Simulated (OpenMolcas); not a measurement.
# Multiplet structure of Pt2+

```yaml
Program: OpenMolcas
Method: "SS-CASPT2, IPEA 0.25 Eh, imaginary shift 0.1 Eh (closed shells correlated: 5s 5p)"
Basis: ANO-RCC-VTZP [8s7p5d3f1g]
Scalar_Hamiltonian: DKH2, point nucleus
Active_space: 8 electrons in 5 orbitals (5d)
State_averaging: 2S+1 = 3 even, 10 roots; 2S+1 = 1 even, 15 roots kept (CI in the orbitals of an earlier block)
Spin-orbit_coupling: RASSI with atomic mean-field integrals over the reference wave functions, term energies averaged over their components
```

With spin-orbit coupling, above the lowest level:

| Configuration | Term | J | E (eV) | Measured (eV) | g | Term weight % | Second |
| --- | --- | --- | --- | --- | --- | --- | --- |
| 5d⁸ | ³F | 4 | 0.0000 | 0.0000 | 1.240 | 96 | 4 ¹G |
| 5d⁸ | ¹D | 2 | 0.794 |  | 1.072 | 49 | 29 ³P |
| 5d⁸ | ³F | 3 | 1.237 | 1.2091 | 1.084 | 100 |  |
| 5d⁸ | ³P | 2 | 1.954 |  | 1.106 | 52 | 47 ³F |
| 5d⁸ | ³P | 0 | 2.123 | 1.8522 |  | 86 | 14 ¹S |
| 5d⁸ | ³P | 1 | 2.406 | 2.0807 | 1.501 | 100 |  |
| 5d⁸ | ¹G | 4 | 2.847 | 2.6447 | 1.010 | 96 | 4 ³F |
| 5d⁸ | ¹D | 2 | 3.186 |  | 0.989 | 50 | 31 ³F |
| 5d⁸ | ¹S | 0 | 6.039 |  |  | 86 | 14 ³P |

Against the 4 measured excited levels shown (NIST levels as listed in McCann et al., Mon. Not. R. Astron. Soc. 538, 537 (2025)) the mean absolute deviation is 1700 cm-1; the largest miss in energy is 5d⁸ ³P₁: computed 2.406, measured 2.0807 eV (+15.6 %).

Spin-orbit coupling puts the lowest level 0.9567 eV below the lowest spin-free term.

A least-squares Racah fit to the terms below 60000 cm-1, each weighted by 2L + 1 and with a free common offset, gives B = 679 cm-1 and C = 3077 cm-1 (C/B = 4.53), with an rms deviation of 447 cm-1.

CASPT2 does not keep the components of a term degenerate, so their means are used; among the terms shown or strongly mixed into the levels shown the widest spread is 700 cm-1 (5d⁸ ¹G). Configurations with an s electron lie low in 5d ions of this charge, fall among these levels and mix in, so low-spin terms can stand far too high, up to twice their true height, and weights are not those of the real levels. Terms from blocks run as CI alone lack orbitals of their own. Some terms miss by over 15 % even with CASPT2, which points to a basis or an active space too small for the shells correlated. Computed and measured levels are paired by configuration, term and J; levels that our copy of the source lacks, or whose pairing is in doubt (as where it misses far off the trend of its configuration), stay unpaired and out of the deviations. Levels of configurations outside the active space are missing.

The CASPT2 steps took 7.6 s on 1 thread of Arm Neoverse N1, on a shared host; the integral step is not counted.

The term weight is that of the spin-free term in the level, not the purity of its configuration.
